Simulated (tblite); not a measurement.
Record of a relaxation.

CH10Ge2O2Si2.
Atom-mapped SMILES: `[SiH3:1][O:2][SiH2:3][Ge@H:4]1[CH2:5][O:6][GeH2:7]1` (hydrogens: H8, H9, H10 on Si1; H11, H12 on Si3; H13 on Ge4; H14, H15 on C5; H16, H17 on Ge7)

Computed with GFN2-xTB (tblite), gas phase: L-BFGS steps from a force-field or distance-geometry start until the largest atomic force falls under 0.01 eV/Å. 6 of its 237 geometries are shown.

Step 0: E = -618.5655 eV, largest atomic force 2.922 eV/Å
```
atom  x, y, z in Å  |  force x, y, z in eV/Å
Si1     3.256    0.790    0.770   -0.898   0.317  -0.074
O2      1.565    1.098    0.474    1.802  -2.209  -0.643
Si3     1.052   -0.278   -0.387    1.153   1.081   0.499
Ge4    -1.179   -0.489   -0.696   -0.975  -0.062  -1.240
C5     -2.026   -1.151    0.958    1.399  -1.270  -0.300
O6     -1.916    0.109    1.558   -1.016   0.635   1.672
Ge7    -2.680    1.030    0.248    0.337   1.061  -1.474
H8      3.400   -0.408    1.623   -0.142   0.393  -0.055
H9      3.946    1.948    1.313   -0.425   0.127   0.053
H10     3.893    0.437   -0.508   -0.128   0.134   0.111
H11     1.743   -0.227   -1.694   -0.213  -0.065   0.208
H12     1.557   -1.451    0.353   -0.200   0.020  -0.158
H13    -1.684   -1.168   -1.972    0.254  -0.282  -0.300
H14    -3.047   -1.524    0.830    0.076  -0.092   0.393
H15    -1.370   -1.845    1.503   -0.634  -0.113   0.270
H16    -2.368    2.525    0.219   -0.388   0.116   0.575
H17    -4.149    0.617    0.050   -0.002   0.208   0.462
```

Step 47: E = -620.3120 eV, largest atomic force 0.081 eV/Å
```
atom  x, y, z in Å  |  force x, y, z in eV/Å
Si1     3.372    0.902    0.824   -0.050  -0.012  -0.019
O2      2.121    0.208    0.043    0.005  -0.014  -0.005
Si3     1.266   -0.836   -0.834   -0.020   0.019   0.020
Ge4    -1.043   -0.390   -0.495   -0.026  -0.048  -0.011
C5     -2.047   -1.129    1.108    0.017   0.023  -0.028
O6     -2.914   -0.065    1.453    0.009  -0.002  -0.040
Ge7    -2.662    1.291    0.271    0.064  -0.019   0.046
H8      3.688    0.045    1.963   -0.017   0.003   0.011
H9      2.841    2.209    1.194    0.038   0.012   0.012
H10     4.488    0.959   -0.118   -0.008   0.021  -0.006
H11     1.677   -0.690   -2.229   -0.008   0.005   0.013
H12     1.542   -2.189   -0.345    0.036  -0.003  -0.024
H13    -1.763   -0.962   -1.745    0.004  -0.041   0.022
H14    -2.632   -2.030    0.894    0.021  -0.002   0.013
H15    -1.391   -1.356    1.959   -0.041  -0.011  -0.003
H16    -2.539    2.553    1.136    0.020   0.047   0.029
H17    -4.010    1.491   -0.439   -0.043   0.021  -0.030
```

Step 94: E = -620.3389 eV, largest atomic force 0.035 eV/Å
```
atom  x, y, z in Å  |  force x, y, z in eV/Å
Si1     3.277    0.943    0.841    0.005  -0.010   0.006
O2      2.024    0.225    0.087   -0.012  -0.012  -0.009
Si3     1.277   -0.827   -0.877   -0.027  -0.005  -0.022
Ge4    -1.052   -0.599   -0.462    0.001   0.003  -0.011
C5     -2.139   -1.171    1.159    0.007  -0.015   0.011
O6     -2.996   -0.070    1.355    0.010   0.008   0.005
Ge7    -2.509    1.260    0.208    0.003   0.010   0.000
H8      3.583    0.103    1.996    0.006   0.003   0.009
H9      2.763    2.261    1.194   -0.009   0.011  -0.001
H10     4.393    0.995   -0.101   -0.017  -0.003   0.005
H11     1.616   -0.490   -2.259   -0.002   0.008   0.005
H12     1.743   -2.179   -0.565    0.006   0.000   0.010
H13    -1.777   -1.224   -1.682    0.010   0.002   0.016
H14    -2.732   -2.078    0.997   -0.006  -0.007  -0.012
H15    -1.530   -1.337    2.056    0.015   0.009  -0.009
H16    -2.113    2.457    1.102   -0.002  -0.001  -0.006
H17    -3.835    1.742   -0.408    0.012  -0.002   0.000
```

Step 142: E = -620.3695 eV, largest atomic force 0.061 eV/Å
```
atom  x, y, z in Å  |  force x, y, z in eV/Å
Si1     2.787    0.898    0.925    0.047   0.012  -0.037
O2      2.229   -0.417    0.140   -0.006   0.001  -0.008
Si3     1.329   -0.996   -1.067   -0.029  -0.021   0.002
Ge4    -0.958   -0.667   -0.504    0.015   0.000  -0.003
C5     -1.904   -1.082    1.247    0.007   0.002   0.002
O6     -2.613    0.108    1.504   -0.005   0.017  -0.001
Ge7    -2.200    1.326    0.210    0.022  -0.026  -0.016
H8      3.075    0.411    2.269   -0.021  -0.013  -0.021
H9      1.742    1.920    0.869   -0.023   0.023   0.041
H10     3.977    1.312    0.182   -0.013   0.013   0.044
H11     1.668   -0.281   -2.298   -0.007  -0.008  -0.026
H12     1.694   -2.407   -1.141    0.001  -0.008   0.017
H13    -1.820   -1.297   -1.626   -0.003   0.002   0.002
H14    -2.602   -1.924    1.178   -0.008  -0.010   0.000
H15    -1.218   -1.294    2.076    0.010   0.006  -0.016
H16    -1.641    2.547    0.968    0.013   0.023   0.012
H17    -3.555    1.855   -0.293   -0.001  -0.011   0.008
```

Step 189: E = -620.4077 eV, largest atomic force 0.042 eV/Å
```
atom  x, y, z in Å  |  force x, y, z in eV/Å
Si1     2.432    0.876    0.993    0.010   0.010   0.014
O2      2.271   -0.181   -0.237   -0.003  -0.034  -0.024
Si3     1.339   -1.072   -1.206   -0.009   0.014  -0.003
Ge4    -0.924   -0.675   -0.597    0.019  -0.004  -0.002
C5     -1.663   -1.001    1.263   -0.002  -0.008   0.018
O6     -2.247    0.242    1.592   -0.011  -0.005  -0.019
Ge7    -2.012    1.378    0.186   -0.009   0.013   0.009
H8      2.611    0.065    2.197    0.000   0.007  -0.008
H9      1.216    1.692    1.037   -0.004   0.004   0.019
H10     3.616    1.644    0.625    0.002  -0.004   0.007
H11     1.634   -0.629   -2.567    0.007  -0.005   0.000
H12     1.715   -2.466   -0.974    0.004   0.010  -0.004
H13    -1.890   -1.336   -1.612   -0.001   0.004   0.014
H14    -2.419   -1.794    1.304   -0.005   0.012   0.016
H15    -0.893   -1.248    2.005    0.008  -0.013  -0.019
H16    -1.368    2.638    0.800    0.001   0.000  -0.013
H17    -3.424    1.880   -0.170   -0.007  -0.002  -0.005
```

Step 236: E = -620.4144 eV, largest atomic force 0.007 eV/Å
```
atom  x, y, z in Å  |  force x, y, z in eV/Å
Si1     2.380    0.725    1.104    0.005   0.001  -0.001
O2      2.239   -0.216   -0.221   -0.002  -0.002   0.000
Si3     1.318   -0.999   -1.290    0.005   0.002   0.000
Ge4    -0.936   -0.713   -0.600    0.002   0.003   0.000
C5     -1.547   -0.873    1.329   -0.003  -0.001   0.000
O6     -2.178    0.368    1.562   -0.001   0.000   0.005
Ge7    -2.067    1.365    0.039   -0.001   0.002  -0.007
H8      2.678   -0.194    2.201    0.000  -0.001   0.003
H9      1.114    1.436    1.294   -0.002   0.001  -0.002
H10     3.486    1.618    0.774   -0.001  -0.002   0.002
H11     1.594   -0.388   -2.588   -0.004   0.000  -0.002
H12     1.728   -2.400   -1.233    0.001  -0.001   0.001
H13    -1.919   -1.522   -1.481   -0.001   0.001  -0.002
H14    -2.257   -1.690    1.507    0.001  -0.003   0.005
H15    -0.716   -1.002    2.034    0.000  -0.001  -0.001
H16    -1.410    2.693    0.470    0.001   0.001   0.000
H17    -3.512    1.802   -0.259   -0.001  -0.001   0.000
```

**Question.** Summarise the path.

**Answer.** The energy falls by 1.8490 eV from step 0 to step 236; nine tenths of that is first reached at step 29. It rises by more than 0.2 meV at steps 112 and 126. The largest force goes from 2.922 to 0.007 eV/Å. Among the bonds Ge4–Ge7 changes most, from 2.335 to 2.450 Å; the atoms move by 1.296 Å rms after alignment.

What follows is the cost of the whole relaxation. Hardware: one thread, Arm Neoverse N1 (aarch64), on a shared host. Cost: 4.1 s.
